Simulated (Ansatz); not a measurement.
`C[CH2][InH][O][SiH3]` + H₂ → `[SiH3][O][InH2]` + `CC` at 500 K and 1 bar (hydrogenolysis of the In–C bond).

Calculated with Ansatz (gas phase, PBE0-D4/def2-TZVP geometries, no zero-point term in ΔE). CCSD(T)/CBS is the MP2 limit (def2-TZVPP, def2-QZVPP) plus CCSD(T) − MP2 in def2-TZVPP, frozen cores. This one scheme is used for every species. def2 core potentials past Kr. For In outer-core shells are correlated without core-valence functions, which leaves a few kJ/mol of doubt a bond. One conformer a species, not always the lowest.

```
               species  CCSD(T)/CBS energy (Eh)  H − E (kJ/mol)  S (J/(mol·K))
`C[CH2][InH][O][SiH3]`               -635.63253           322.2          503.9
                    H₂                 -1.17544            41.0          145.5
     `[SiH3][O][InH2]`               -557.10255           148.2          400.0
                  `CC`                -79.71954           220.5          259.9
```

H − E and S are ideal-gas, rigid-rotor, harmonic terms from PBE0-D4/def2-TZVP, for one conformer and one mirror image of each species. For small species the MP2-based limit differs from directly extrapolated CCSD(T) by up to some mEh (0.8 for H₂); such offsets cancel only in part. 1 Eh = 2625.50 kJ/mol, R = 8.31446 J/(mol·K).

Question: By hand: ΔE, ΔH, ΔS and ΔG.

Answer: ΔE = (-557.10255) + (-79.71954) − (-635.63253) − (-1.17544) = -0.01412 Eh = -37.1 kJ/mol. Δ(H − E) = 148.2 + 220.5 − 322.2 − 41.0 = 5.5, so ΔH = -31.6 kJ/mol. ΔS = 400.0 + 259.9 − 503.9 − 145.5 = 10.5 J/(mol·K). ΔG = -31.6 − 500 × (10.5)/1000 = -36.9 kJ/mol.

Question: By hand: the equilibrium constant, and the temperature at which ΔG would vanish if ΔH and ΔS stayed fixed.

Answer: log₁₀ K = −ΔG/(RT ln 10) = 3.9. ΔH and −TΔS have one sign here, so there is no such temperature.

The number of gas molecules stays the same, so ΔS is small and ΔH decides. A doubt of 5 kJ/mol in ΔE shifts log₁₀ K by 0.5 here. Other conformers and mirror images would add mixing entropy, several J/(mol·K) or more a flexible species. Modes under 60 cm⁻¹, often nearly free rotors, make the harmonic entropy too high. These are equilibria of isolated gas molecules and say nothing of rates. Largest T1 diagnostic: 0.015 (customary marks: 0.02 for closed shells, 0.045 for open ones).

ΔS is within the doubt of such terms, so its sign, and with it that verdict, could turn.
